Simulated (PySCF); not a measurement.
C₂H₈Ge₂, SMILES [GeH3]/[CH]=[CH]/[GeH3].

The structure is a stationary point at PBE-D3(BJ)/def2-SVP.

These are PBE-D3(BJ)/def2-SVP run with PySCF values and carry that method's errors.

Frequencies are harmonic and unscaled.

```json
[
 {"mode": "1", "ν (cm⁻¹)": "89", "IR (km/mol)": "0.0", "moving atoms (share of kinetic energy)": "H 96 %"},
 {"mode": "2", "ν (cm⁻¹)": "118", "IR (km/mol)": "0.0", "moving atoms (share of kinetic energy)": "C 64 %, H 27 %, Ge 9 %"},
 {"mode": "3", "ν (cm⁻¹)": "135", "IR (km/mol)": "0.0", "moving atoms (share of kinetic energy)": "H 71 %, C 29 %"},
 {"mode": "4", "ν (cm⁻¹)": "143", "IR (km/mol)": "0.5", "moving atoms (share of kinetic energy)": "C 65 %, H 25 %, Ge 10 %"},
 {"mode": "5", "ν (cm⁻¹)": "181", "IR (km/mol)": "0.0", "moving atoms (share of kinetic energy)": "Ge 88 %"},
 {"mode": "6", "ν (cm⁻¹)": "467", "IR (km/mol)": "0.0", "moving atoms (share of kinetic energy)": "H 78 %, C 14 %, Ge 8 %"},
 {"mode": "7", "ν (cm⁻¹)": "472", "IR (km/mol)": "0.0", "moving atoms (share of kinetic energy)": "H 96 %"},
 {"mode": "8", "ν (cm⁻¹)": "561", "IR (km/mol)": "54.1", "moving atoms (share of kinetic energy)": "H 82 %, C 12 %"},
 {"mode": "9", "ν (cm⁻¹)": "574", "IR (km/mol)": "77.5", "moving atoms (share of kinetic energy)": "H 83 %, C 11 %"},
 {"mode": "10", "ν (cm⁻¹)": "625", "IR (km/mol)": "74.1", "moving atoms (share of kinetic energy)": "C 74 %, Ge 16 %, H 10 %"},
 {"mode": "11", "ν (cm⁻¹)": "731", "IR (km/mol)": "0.0", "moving atoms (share of kinetic energy)": "C 55 %, H 39 %"},
 {"mode": "12", "ν (cm⁻¹)": "743", "IR (km/mol)": "0.0", "moving atoms (share of kinetic energy)": "H 54 %, C 44 %"},
 {"mode": "13", "ν (cm⁻¹)": "791", "IR (km/mol)": "386.2", "moving atoms (share of kinetic energy)": "H 96 %"},
 {"mode": "14", "ν (cm⁻¹)": "810", "IR (km/mol)": "0.0", "moving atoms (share of kinetic energy)": "H 97 %"},
 {"mode": "15", "ν (cm⁻¹)": "846", "IR (km/mol)": "56.2", "moving atoms (share of kinetic energy)": "H 99 %"},
 {"mode": "16", "ν (cm⁻¹)": "851", "IR (km/mol)": "0.0", "moving atoms (share of kinetic energy)": "H 97 %"},
 {"mode": "17", "ν (cm⁻¹)": "860", "IR (km/mol)": "53.5", "moving atoms (share of kinetic energy)": "H 99 %"},
 {"mode": "18", "ν (cm⁻¹)": "861", "IR (km/mol)": "0.0", "moving atoms (share of kinetic energy)": "H 98 %"},
 {"mode": "19", "ν (cm⁻¹)": "995", "IR (km/mol)": "20.2", "moving atoms (share of kinetic energy)": "H 93 %"},
 {"mode": "20", "ν (cm⁻¹)": "1132", "IR (km/mol)": "24.1", "moving atoms (share of kinetic energy)": "H 88 %, C 12 %"},
 {"mode": "21", "ν (cm⁻¹)": "1245", "IR (km/mol)": "0.0", "moving atoms (share of kinetic energy)": "H 81 %, C 19 %"},
 {"mode": "22", "ν (cm⁻¹)": "1588", "IR (km/mol)": "0.0", "moving atoms (share of kinetic energy)": "C 96 %"},
 {"mode": "23", "ν (cm⁻¹)": "2068", "IR (km/mol)": "217.1", "moving atoms (share of kinetic energy)": "H 100 %"},
 {"mode": "24", "ν (cm⁻¹)": "2073", "IR (km/mol)": "0.0", "moving atoms (share of kinetic energy)": "H 100 %"},
 {"mode": "25", "ν (cm⁻¹)": "2075", "IR (km/mol)": "0.0", "moving atoms (share of kinetic energy)": "H 98 %"},
 {"mode": "26", "ν (cm⁻¹)": "2076", "IR (km/mol)": "229.2", "moving atoms (share of kinetic energy)": "H 98 %"},
 {"mode": "27", "ν (cm⁻¹)": "2089", "IR (km/mol)": "0.1", "moving atoms (share of kinetic energy)": "H 98 %"},
 {"mode": "28", "ν (cm⁻¹)": "2091", "IR (km/mol)": "208.4", "moving atoms (share of kinetic energy)": "H 98 %"},
 {"mode": "29", "ν (cm⁻¹)": "3050", "IR (km/mol)": "0.0", "moving atoms (share of kinetic energy)": "H 91 %, C 9 %"},
 {"mode": "30", "ν (cm⁻¹)": "3055", "IR (km/mol)": "8.9", "moving atoms (share of kinetic energy)": "H 92 %"}
]
```
